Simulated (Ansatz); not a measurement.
Bond stretch in BrLi, singlet.

- UKS-PBE = Ansatz (a first-principles code) with unrestricted PBE/cc-pVDZ
- FCI = full CI/cc-pVDZ, cores with 3d frozen (Ansatz)

Energies relative to the lowest point of each curve between 1.80 and 2.78 Å, where full CI is lowest, in kJ/mol:

| R / Å | UKS-PBE |
|---|---|
| 1.95 | 33.2 |
| 2.17 | 0.4 |
| 2.24 | 0.0 |
| 2.42 | 11.5 |
| 2.69 | 46.9 |
| 2.94 | 86.4 |
| 3.13 | 116.4 |
| 3.34 | 147.9 |
| 3.62 | 185.7 |
| 4.93 | 288.9 |
| 5.47 | 305.4 |
| 7.26 | 328.1 |

**Question.** Predict the corresponding FCI column.

**Answer.** 1.95: 39.9; 2.17: 1.6; 2.24: 0.0; 2.42: 9.6; 2.69: 44.8; 2.94: 85.9; 3.13: 118.1; 3.34: 152.6; 3.62: 195.3; 4.93: 337.1; 5.47: 368.3; 7.26: 385.3 (kJ/mol).

The unrestricted determinant behind UKS-PBE is spin-contaminated at 4.40 to 8.51 Å (<S²> up to 0.6, against 0.00 for a pure singlet).
